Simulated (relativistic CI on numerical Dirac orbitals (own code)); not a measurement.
**Spin-allowed bands of a d7 ion in an octahedral site, by hand**

Problem. Take Δ = 6600 cm⁻¹ and B = 990 cm⁻¹ for a high-spin d7 ion in an octahedral site. Calculate the three spin-allowed bands.

Working.
1. The terms of highest spin are 4F (energy 0) and 4P (15B = 14850 cm⁻¹). Here the F term splits into A2 at +1.2Δ = 7920, T2 at +0.2Δ = 1320 and T1 at −0.6Δ = -3960 cm⁻¹.
2. The two T1 states mix through the element 0.4Δ: H = [[-3960, 2640], [2640, 14850]], with roots ½(H₁₁ + H₂₂) ∓ ½√[(H₂₂ − H₁₁)² + 4H₁₂²] = ½(10890) ∓ ½(19537) = -4324 and 15214 cm⁻¹.
3. The ground term is 4T1 at -4324 cm⁻¹.
4. Bands: 4T2 5644 cm⁻¹ (1772 nm), 4A2 12244 cm⁻¹ (817 nm), 4T1(P) 19537 cm⁻¹ (512 nm).

Check. Exact diagonalisation of the whole d7 shell with these parameters gives 4T2 5644, 4A2 12244, 4T1 19537 cm⁻¹. The match is exact, since without spin-orbit coupling no other term has this spin. The ratio of the second band to the first, 2.169, depends on Δ/B = 6.7 alone, which is how a Tanabe-Sugano diagram is read.
